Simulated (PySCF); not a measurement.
H₄MgN₂, SMILES [Mg]([NH2])[NH2].

The structure is a stationary point at B3LYP-D3(BJ)/def2-TZVP. Other conformers were not sampled.

Level of theory: CAM-B3LYP/def2-TZVPD (PySCF).

Symmetry labels are those of the subgroup D2 that the program uses (full group D2d).

Computed valence orbital energies around the gap with their symmetry:
```tsv
orbital	symmetry	energy (eV)
HOMO−7	A	-23.43
HOMO−6	B1	-23.35
HOMO−5	B2	-13.63
HOMO−4	B3	-13.63
HOMO−3	A	-11.51
HOMO−2	B1	-10.61
HOMO−1	B2	-7.75
HOMO	B3	-7.75
LUMO	A	-0.24
LUMO+1	B2	0.78
LUMO+2	B3	0.78
LUMO+3	B1	0.87
```
